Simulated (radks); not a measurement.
Initial-state core-level shifts of the gold ion Au+ when its valence configuration changes from [Xe] 4f14 5d10. Method: scalar-relativistic Kohn-Sham, PBEsol, spin-polarised, spherical densities, point nucleus; open shells are filled with parallel spins first (spin-orbit coupling, left out, can overturn this in heavy ions); computed with a radial shooting solver on a logarithmic mesh with Libxc functionals. Shifts are changes of the shell-averaged eigenvalues in eV (positive: less bound).

| valence | 3s | 4s | 4p | 5p |
|---|---|---|---|---|
| 4f12 5d10 6p2 | -42.589 | -37.526 | -36.334 | -15.961 |
| 4f14 5d9 6s1 | -3.358 | -3.335 | -3.335 | -2.999 |
| 4f13 5d9 6p2 | -26.158 | -23.767 | -23.189 | -12.763 |
| 4f13.5 5d10 6p0.5 | -10.232 | -9.100 | -8.818 | -3.901 |
| 4f11.5 5d10 6s2 6p0.5 | -50.600 | -44.027 | -42.513 | -16.783 |
| 4f13 5d10 6p1 | -20.750 | -18.397 | -17.823 | -7.869 |
| 4f14 5d9 6p1 | -5.137 | -5.122 | -5.121 | -4.795 |
| 4f13 5d10 6s1 | -18.923 | -16.563 | -15.989 | -6.022 |
| 4f14 5d9.5 6p0.5 | -2.568 | -2.562 | -2.561 | -2.414 |
